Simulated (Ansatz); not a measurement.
Ansatz (a program for electronic structure) input (B3LYP-D3(BJ)/def2-TZVP):

Ansatz 0.2 input:
```yaml
crystal:
  periodic: [false, false, false]
  atoms:
    - {symbol: Sn, position_ang: [-0.00000000, -0.00000000, -0.29954676]}
    - {symbol: F, position_ang: [0.00000000, 0.00000000, 1.66414866]}
basis:
  gaussian:
    orbitals: def2-TZVP
hamiltonian:
  xc: b3lyp
  dispersion: d3bj
magnetization: {spin_polarized: true, initial_magnetization: 1}
phonons: {temperatures: {t_min: 298.15, t_max: 298.15, t_step: 100}}
```

Output:

```
Functional definition: B3LYP
integrals: 0.02 GiB planned
588 factors; their error is unknown
mean field: 0.24 GiB planned
mean field evaluation 1: about -8548.9332 eV, gradient 3.1e1 eV
mean field evaluation 2: about -8494.1693 eV, gradient 1.3e2 eV
mean field evaluation 4: about -8551.9183 eV, gradient 2.8e0 eV
mean field evaluation 8: about -8551.9469 eV, gradient 5.2e-2 eV
mean field evaluation 16: about -8552.0238 eV, gradient 1.1e-5 eV
mean field -8552.02382834 eV, -314.2810789216 hartree, gradient 9.6e-6 eV, S^2 0.752270; 1 other end points of the search recorded, 0 dependent functions left out
the calculation of the forces begins
reference -8552.02400967 eV, -314.2810855852 hartree; 16, 15 occupied and 65, 66 virtual orbitals, 588 factors
these checks for a lower state are left out or cut short: stability, starts, cluster_reference, orbital_swaps, neighbouring_geometries, increment
integrals: 0.02 GiB planned
588 factors; their error is unknown
mean field: 0.24 GiB planned
mean field evaluation 32: about -8552.0238 eV, gradient 1.1e-6 eV
mean field -8552.02382834 eV, -314.2810789216 hartree, gradient 3.0e-7 eV, S^2 0.752270; 0 other end points of the search recorded, 0 dependent functions left out
the calculation of the forces begins
reference -8552.02400967 eV, -314.2810855853 hartree; 16, 15 occupied and 65, 66 virtual orbitals, 588 factors
these checks for a lower state are left out or cut short: stability, starts, cluster_reference, orbital_swaps, neighbouring_geometries, increment
integrals: 0.02 GiB planned
588 factors; their error is unknown
mean field: 0.24 GiB planned
mean field -8552.02382834 eV, -314.2810789216 hartree, gradient 3.0e-7 eV, S^2 0.752270; 0 other end points of the search recorded, 0 dependent functions left out
the calculation of the forces begins
reference -8552.02400967 eV, -314.2810855853 hartree; 16, 15 occupied and 65, 66 virtual orbitals, 588 factors
these checks for a lower state are left out or cut short: stability, starts, cluster_reference, orbital_swaps, neighbouring_geometries, increment
integrals: 0.02 GiB planned
588 factors; their error is unknown
mean field: 0.24 GiB planned
mean field -8552.02382834 eV, -314.2810789216 hartree, gradient 5.6e-7 eV, S^2 0.752270; 0 other end points of the search recorded, 0 dependent functions left out
the calculation of the forces begins
reference -8552.02400967 eV, -314.2810855853 hartree; 16, 15 occupied and 65, 66 virtual orbitals, 588 factors
these checks for a lower state are left out or cut short: stability, starts, cluster_reference, orbital_swaps, neighbouring_geometries, increment
integrals: 0.02 GiB planned
588 factors; their error is unknown
mean field: 0.24 GiB planned
mean field -8552.02382834 eV, -314.2810789216 hartree, gradient 5.6e-7 eV, S^2 0.752270; 0 other end points of the search recorded, 0 dependent functions left out
the calculation of the forces begins
reference -8552.02400967 eV, -314.2810855853 hartree; 16, 15 occupied and 65, 66 virtual orbitals, 588 factors
these checks for a lower state are left out or cut short: stability, starts, cluster_reference, orbital_swaps, neighbouring_geometries, increment
integrals: 0.02 GiB planned
588 factors; their error is unknown
mean field: 0.24 GiB planned
mean field -8552.02376593 eV, -314.2810766279 hartree, gradient 1.4e-6 eV, S^2 0.752271; 0 other end points of the search recorded, 0 dependent functions left out
the calculation of the forces begins
reference -8552.02394726 eV, -314.2810832919 hartree; 16, 15 occupied and 65, 66 virtual orbitals, 588 factors
these checks for a lower state are left out or cut short: stability, starts, cluster_reference, orbital_swaps, neighbouring_geometries, increment
integrals: 0.02 GiB planned
588 factors; their error is unknown
mean field: 0.24 GiB planned
mean field evaluation 64: about -8551.9459 eV, gradient 2.0e-1 eV
mean field -8552.02377093 eV, -314.2810768117 hartree, gradient 1.4e-6 eV, S^2 0.752268; 0 other end points of the search recorded, 0 dependent functions left out
the calculation of the forces begins
reference -8552.02395224 eV, -314.2810834749 hartree; 16, 15 occupied and 65, 66 virtual orbitals, 588 factors
these checks for a lower state are left out or cut short: stability, starts, cluster_reference, orbital_swaps, neighbouring_geometries, increment
integrals: 0.02 GiB planned
588 factors; their error is unknown
mean field: 0.24 GiB planned
mean field -8552.02382834 eV, -314.2810789216 hartree, gradient 3.0e-7 eV, S^2 0.752270; 0 other end points of the search recorded, 0 dependent functions left out
the calculation of the forces begins
reference -8552.02400967 eV, -314.2810855853 hartree; 16, 15 occupied and 65, 66 virtual orbitals, 588 factors
these checks for a lower state are left out or cut short: stability, starts, cluster_reference, orbital_swaps, neighbouring_geometries, increment
integrals: 0.02 GiB planned
588 factors; their error is unknown
mean field: 0.24 GiB planned
mean field -8552.02382834 eV, -314.2810789216 hartree, gradient 3.0e-7 eV, S^2 0.752270; 0 other end points of the search recorded, 0 dependent functions left out
the calculation of the forces begins
reference -8552.02400967 eV, -314.2810855853 hartree; 16, 15 occupied and 65, 66 virtual orbitals, 588 factors
these checks for a lower state are left out or cut short: stability, starts, cluster_reference, orbital_swaps, neighbouring_geometries, increment
integrals: 0.02 GiB planned
588 factors; their error is unknown
mean field: 0.24 GiB planned
mean field -8552.02382834 eV, -314.2810789216 hartree, gradient 5.6e-7 eV, S^2 0.752270; 0 other end points of the search recorded, 0 dependent functions left out
the calculation of the forces begins
reference -8552.02400967 eV, -314.2810855853 hartree; 16, 15 occupied and 65, 66 virtual orbitals, 588 factors
these checks for a lower state are left out or cut short: stability, starts, cluster_reference, orbital_swaps, neighbouring_geometries, increment
integrals: 0.02 GiB planned
588 factors; their error is unknown
mean field: 0.24 GiB planned
mean field evaluation 96: about -8552.0238 eV, gradient 7.1e-5 eV
mean field -8552.02382834 eV, -314.2810789216 hartree, gradient 5.6e-7 eV, S^2 0.752270; 0 other end points of the search recorded, 0 dependent functions left out
the calculation of the forces begins
reference -8552.02400967 eV, -314.2810855853 hartree; 16, 15 occupied and 65, 66 virtual orbitals, 588 factors
these checks for a lower state are left out or cut short: stability, starts, cluster_reference, orbital_swaps, neighbouring_geometries, increment
integrals: 0.02 GiB planned
588 factors; their error is unknown
mean field: 0.24 GiB planned
mean field -8552.02377093 eV, -314.2810768117 hartree, gradient 1.4e-6 eV, S^2 0.752268; 0 other end points of the search recorded, 0 dependent functions left out
the calculation of the forces begins
reference -8552.02395224 eV, -314.2810834749 hartree; 16, 15 occupied and 65, 66 virtual orbitals, 588 factors
these checks for a lower state are left out or cut short: stability, starts, cluster_reference, orbital_swaps, neighbouring_geometries, increment
integrals: 0.02 GiB planned
588 factors; their error is unknown
mean field: 0.24 GiB planned
mean field -8552.02376593 eV, -314.2810766279 hartree, gradient 1.4e-6 eV, S^2 0.752271; 0 other end points of the search recorded, 0 dependent functions left out
the calculation of the forces begins
reference -8552.02394726 eV, -314.2810832919 hartree; 16, 15 occupied and 65, 66 virtual orbitals, 588 factors
Total energy: -8552.05355487 eV, -314.2821713513 hartree
Atom 0 at    -0.000000    -0.000000    -0.299547 Å, force    -0.000000    -0.000000    -0.000002 eV/Å
Atom 1 at     0.000000     0.000000     1.664149 Å, force     0.000000     0.000000     0.000002 eV/Å
Dipole moment:    -0.000000    -0.000000    -0.590582 e Å
Vibrations: 564.27 cm⁻¹, zero-point energy 0.034980 eV
```
